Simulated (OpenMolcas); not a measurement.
Ni II: CASPT2 settings compared

```
Program             : OpenMolcas
Basis               : ANO-RCC-VDZ [5s4p2d]
Scalar Hamiltonian  : DKH2, point nucleus
Active space        : 9 electrons in 6 orbitals (3d 4s)
State averaging     : 2S+1 = 4 even, 10 roots; 2S+1 = 2 even, 29 roots
Spin-orbit coupling : state interaction with AMFI integrals over the reference wave functions, term energies averaged over their components
```

Methods on the same reference wave functions:
A. CASSCF
B. SS-CASPT2, IPEA 0.35 Eh, imaginary shift 0.15 Eh (closed shells correlated: none)
C. SS-CASPT2, IPEA 0.1 Eh, imaginary shift 0.15 Eh (closed shells correlated: 2s 2p 3s 3p)
D. SS-CASPT2, IPEA 0.1 Eh, imaginary shift 0.05 Eh (closed shells correlated: 3s 3p)
E. MS-CASPT2, IPEA 0.1 Eh, imaginary shift 0.05 Eh (closed shells correlated: 3s 3p)
F. MS-CASPT2, IPEA 0.35 Eh, imaginary shift 0.15 Eh (closed shells correlated: none)

Energies in eV above 3d9 2D 5/2, the measured ground level; measured values from NIST Handbook of Basic Atomic Spectroscopic Data.

```csv
Level,A,B,C,D,E,F,Measured
3d8 4s 4F 9/2,-2.6302,0.791,1.251,1.264,1.913,1.344,1.0407
3d8 4s 4F 7/2,-2.5091,0.907,1.366,1.378,2.027,1.459,1.1568
3d8 4s 4F 5/2,-2.4111,1.007,1.464,1.477,2.128,1.560,1.2542
3d8 4s 4F 3/2,-2.3418,1.078,1.530,1.543,2.198,1.632,1.3222
3d8 4s 2F 7/2,-1.6726,1.346,1.782,1.798,2.447,1.899,1.6800
3d8 4s 2F 5/2,-1.4889,1.523,1.943,1.960,2.625,2.080,1.8592
3d8 4s 2D 5/2 [59 %],-0.3083,2.356,2.330,2.354,3.611,3.417,
3d8 4s 2D 3/2,-0.2338,2.375,2.336,2.360,3.629,3.450,
3d8 4s 4P 3/2,-0.0806,3.179,3.410,3.434,4.087,3.739,3.0733
3d8 4s 4P 1/2,-0.0575,3.218,3.450,3.475,4.123,3.771,3.0793
3d9 2D 5/2,0.0000,0.0000,0.0000,0.0000,0.0000,0.0000,0.0000
3d9 2D 3/2,0.1662,0.1875,0.1878,0.1878,0.2009,0.2023,0.1868
```

A puts 3d8 4s 4F 9/2 lowest.

Deviations, from unrounded energies. A percentage is the sum of absolute deviations over the sum of measured energies, with the sign that they share, or ± where signs differ.

```
                  Against measurement  Levels       A      B      C      D      E      F
       mean absolute deviation (cm-1)       9   25000   1700   1600   1700   6400   2700
fine structure of the ground term (%)       1   -11.0   +0.4   +0.5   +0.5   +7.5   +8.3
             other configurations (%)       8  -191.2  ±13.2  +12.0  +12.9  +49.0  +20.9
```

C lies closest to measurement on these levels and A furthest from it. The largest miss of C in the table is 3d8 4s 4P 1/2, by +3000 cm-1. The ranking rests on the paired levels alone, and a cruder setting can come out closer through cancelling errors.

Among B to F the level of the table that moves most is 3d8 4s 2D 3/2, by 10000 cm-1 (lowest in C, highest in E). Moves below CASPT2's spread within the term are not significant.

The two smallest mean deviations differ by little beside CASPT2's spread within terms, so their order carries little weight.

The lowest spin-free term lies below A's lowest term by 0.184 hartree in B, 0.361 hartree in C, 0.350 hartree in D, 0.374 hartree in E, 0.204 hartree in F.

Term energies are means over components that CASPT2 splits; among the terms shown or strongly mixed into the levels shown the widest spread is 990 cm-1 (3d8 4s 4F, E). A single d shell beside an s shell can misplace configurations of different d count against each other. Without dynamic correlation excited terms often stand tens of per cent too high (terms of higher spin than the ground term too low), and those without a measured partner can miss by more than the paired ones (holds for A). The lowest computed level is not the ground level that NIST lists (2D5/2) (holds for A). Some levels mix across a computed gap that differs much from the measured one, so their mixing is not that of the real levels (holds for F). Measured partners are found by configuration, term and J. A level has none where our copy of the source lacks it or the pairing is in doubt (some pairs that miss far off the trend of their configuration count as doubtful), and it then counts in no deviation. Levels of configurations outside the active space are missing. The table leaves out levels that lie high or whose names do not pair safely across all columns.

A share in square brackets marks a mixed level and gives the weight of the term that names it, the lowest over the columns.
